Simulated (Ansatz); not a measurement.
Geometry optimisation, RKS B3LYP-D4/6-31G* (Ansatz 0.2.0).

Input file:

```yaml
crystal:
  periodic: [false, false, false]
  atoms:
    - { symbol: O, position_ang: [-0.1369, 1.9121, -0.2853] }
    - { symbol: C, position_ang: [-0.159, 0.8013, -0.6941] }
    - { symbol: Al, position_ang: [0.0832, -0.6657, 0.5693] }
    - { symbol: F, position_ang: [0.2344, -2.359, -0.0059] }
    - { symbol: H, position_ang: [-0.2761, 0.5829, -1.7668] }
    - { symbol: H, position_ang: [0.2966, -0.3357, 2.1368] }
basis:
  gaussian: { orbitals: "6-31G*" }
hamiltonian:
  xc: b3lyp
  dispersion: d4
relax:
  f_tol: 0.02
  max_steps: 40
scf:
  lower_state_search: "off"
output:
  orbitals: {}
```

Launched with:

```bash
$ ansatz run input.yaml --threads 1 --pin off --max-ram 2048MiB --backend cpu --events-out ev --progress --plain --runs-dir out
```

Problem. Where does it end, and by what steps?

Solution. The run converged. After 6 steps the energy has fallen by 0.372 eV; F4 moved furthest, 0.11 Å.

| step | energy less start (eV) | largest force component (eV/Å) | accepted |
| --- | --- | --- | --- |
| 0 | 0.0000 | 3.276 | yes |
| 1 | -0.2873 | 1.922 | yes |
| 2 | -0.2010 | 1.706 | no |
| 3 | -0.3577 | 0.419 | yes |
| 4 | -0.3709 | 0.134 | yes |
| 5 | -0.3715 | 0.024 | yes |
| 6 | -0.3716 | 0.014 | yes |

```xyz
6
Properties=species:S:1:pos:R:3
O -0.166 1.908 -0.278
C -0.147 0.774 -0.736
Al 0.136 -0.709 0.601
F 0.207 -2.276 0.066
H -0.284 0.641 -1.839
H 0.297 -0.402 2.140
```

Whether the end is a true minimum wasn't checked by a vibrational analysis.

The run took 12 s on 1 thread of Arm Neoverse V2, on a shared host, peak memory 0.15 GiB.
